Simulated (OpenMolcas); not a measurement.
An OpenMolcas run meant for F2+ (ANO-RCC-VDZP, DKH3; inactive shells 1s; intended active space 5 electrons in 8 orbitals (2s 2p 3s 3p)). One step of its input:

```
&RASSCF
FileOrb=start.orb
Symmetry=2
Spin=4
nActEl=5 0 0
Inactive=1 0
Ras2=2 6
CIRoot=239 239 1
SDav=234
CIMx=300
Iter=79 100
PrWF=0.3
OrbListing=Nothing
MaxOrb=0
Atom
CIOnly
>>> COPY $Project.JobIph JOB001
```

Lines from the output:

```
...
      Number of secondary orbitals               5
      Spin quantum number                      1.5
      State symmetry                             2
Orbital specifications:
      -----------------------

      Symmetry species                           1   2
                                                ag  au
      Frozen orbitals                            0   0
      Inactive orbitals                          1   0
      Active orbitals                            2   6
      RAS1 orbitals                              0   0
      RAS2 orbitals                              2   6
      RAS3 orbitals                              0   0
      Secondary orbitals                         5   0
      Deleted orbitals                           0   0
      Number of basis functions                  8   6
      Number of CSFs                           234
      Number of root(s) required               239
 ************ ERROR ***********
  You can't ask for more roots
  than there are configurations
 ******************************
--- Stop Module: rasscf at  /rc=_RC_INPUT_ERROR_ ---
.####################.
.# User input error #.
.####################.
```

Problem. What is wrong with the input?

Solution. CIRoot asks for more roots than the active space has configuration state functions.
